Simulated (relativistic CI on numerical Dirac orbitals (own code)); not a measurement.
Radial parameters of Ge XXI

Computed by Dirac-Coulomb-Breit CI, KLI orbitals optimised for each configuration, model QED, unscaled Slater integrals (own radial code, finite nucleus).

Slater integrals F^k, G^k are unscaled and averaged over j, outside the closed core [Ne]; ζ comes from projecting the Hamiltonian with its Breit term on Σ l·s of the shell.

- 3s 3p: G^1(3s,3p) = 250260, ζ(3p) = 38026 cm⁻¹; <r>(3s) = 0.5186, <r^2>(3s) = 0.3055, <r>(3p) = 0.5067, <r^2>(3p) = 0.2956 (bohr units).
- 3p2: F^2(3p,3p) = 196310, ζ(3p) = 37994 cm⁻¹; <r>(3p) = 0.5076, <r^2>(3p) = 0.2966 (bohr units).
- 3s 3d: G^2(3s,3d) = 160810, ζ(3d) = 3839 cm⁻¹; <r>(3s) = 0.5192, <r^2>(3s) = 0.3062, <r>(3d) = 0.4566, <r^2>(3d) = 0.2409 (bohr units).

Averages of the first 10 configurations, taken without configuration mixing, which lowers the lowest level and can move excited configurations by several eV; other configurations of the list can lie among them:

```json
{"Configuration": "3s2", "Parity": "even", "States": "1", "Average energy above the lowest level (eV)": "2.9"}
{"Configuration": "3s 3p", "Parity": "odd", "States": "12", "Average energy above the lowest level (eV)": "50.6"}
{"Configuration": "3p2", "Parity": "even", "States": "15", "Average energy above the lowest level (eV)": "106.8"}
{"Configuration": "3s 3d", "Parity": "even", "States": "20", "Average energy above the lowest level (eV)": "122.9"}
{"Configuration": "3d2", "Parity": "even", "States": "45", "Average energy above the lowest level (eV)": "247.1"}
{"Configuration": "3p 3d", "Parity": "odd", "States": "60", "Average energy above the lowest level (eV)": "175.4"}
{"Configuration": "3p 4s", "Parity": "odd", "States": "12", "Average energy above the lowest level (eV)": "447.8"}
{"Configuration": "3d 4s", "Parity": "even", "States": "20", "Average energy above the lowest level (eV)": "515.7"}
{"Configuration": "3s 4s", "Parity": "even", "States": "4", "Average energy above the lowest level (eV)": "394.6"}
{"Configuration": "3s 4p", "Parity": "odd", "States": "12", "Average energy above the lowest level (eV)": "416.6"}
```
